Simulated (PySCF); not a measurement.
Zn(iPr)(OH) (C₃H₈OZn), SMILES C[CH](C)[Zn][OH].

The structure is a stationary point at B3LYP-D3(BJ)/def2-SVP. The structure was generated by enumeration; whether it is a known compound was not checked. Other conformers were not sampled.

Two levels are set side by side: PBE/def2-TZVP (PySCF) and r2SCAN/def2-TZVP (PySCF). Same geometry, gas phase. Differences are taken from unrounded values.

| quantity | r2SCAN | PBE | PBE minus r2SCAN |
|---|---|---|---|
| orbital gap (eV) | 5.51 | 4.99 | -0.52 |
| highest occupied level (eV) | -6.32 | -6.13 | 0.18 |
| lowest empty level (eV) | -0.81 | -1.15 | -0.34 |
| dipole moment (D) | 1.97 | 1.92 | -0.05 |
| mean polarisability (bohr³) | 67.9 | 69.8 | 1.9 |

Rough cost on one machine, each run with all the roots and properties that it gave: r2SCAN against PBE about 3 times.
